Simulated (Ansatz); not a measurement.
Consider the cleavage of the Si–Al bond: `N[Si](N)([AlH2])[SiH3]` + H–F → `N[Si](N)(F)[SiH3]` + `[AlH3]`.

Gas-phase electronic energies from Ansatz, PBE0-D4/def2-TZVP geometries. CCSD(T)/CBS is the MP2 limit (def2-TZVPP, def2-QZVPP) plus CCSD(T) − MP2 in def2-TZVPP, frozen cores. This one scheme is used for every species. Functionals use def2-TZVPP. B3LYP here is the variant with VWN-RPA as its local correlation; programs differ in this. Each species was taken in one conformer, which may not be the lowest.

`N[Si](N)([AlH2])[SiH3]`:

```xyz
14

N    -0.161   -1.955    0.088
Si    0.160   -0.260    0.234
N     1.747   -0.104    0.892
Al   -1.310    1.096    1.692
Si   -0.055    0.532   -1.981
H    -0.182   -2.539    0.910
H    -0.805   -2.287   -0.611
H     1.984    0.672    1.486
H     2.553   -0.472    0.411
H    -0.718    2.112    2.773
H    -2.896    1.005    1.564
H     1.075    0.093   -2.852
H    -0.068    2.025   -1.982
H    -1.325    0.082   -2.624
```

H–F:

Z-matrix (Å, degrees):
```
F
H 1 0.920
```

`N[Si](N)(F)[SiH3]`:

Z-matrix (Å, degrees):
```
Si
N 1 1.697
F 1 1.609 2 115.7
N 1 1.706 2 106.8 3 114.3
Si 1 2.345 2 107.8 3 -117.7
H 2 1.008 1 121.1 3 -71.0
H 2 1.006 1 121.9 3 82.8
H 4 1.006 1 120.8 2 53.3
H 4 1.006 1 120.4 2 -157.8
H 5 1.488 1 110.6 2 170.6
H 5 1.491 1 111.8 2 49.9
H 5 1.490 1 110.2 2 -69.9
```

`[AlH3]`:

Cartesian coordinates in Å:
```
Al 0.000 0.000 0.000
H 1.503 -0.044 0.505
H -0.313 0.210 -1.540
H -1.189 -0.165 1.036
```

CCSD(T)/CBS gives -172.2 kJ/mol.

(1) Another level gave -184.6 kJ/mol. Which?
A. MP2/def2-TZVPP
B. PBE0-D4/def2-TZVPP
C. B3LYP/def2-TZVPP
D. PBE-D4/def2-TZVPP

Largest T1 diagnostic among the species: 0.013.

Results:

(1) C. B3LYP -184.6, MP2/def2-TZVPP -178.6, PBE0-D4 -157.7, PBE-D4 -149.7 kJ/mol.

In def2-TZVPP, CCSD(T) changes the Hartree–Fock value by +36.8 kJ/mol (the triples alone add +5.5 kJ/mol) and MP2 by +32.3 kJ/mol. The D4 term adds +7.5 kJ/mol with B3LYP and +4.5 kJ/mol with PBE0; it sums over pairs of atoms, weighted by their polarisabilities, and B3LYP, whose exchange is more repulsive, gets the larger term. From PBE to PBE0 (25 % exact exchange), in def2-TZVPP and without D4, ΔE moves by −7.9 kJ/mol.
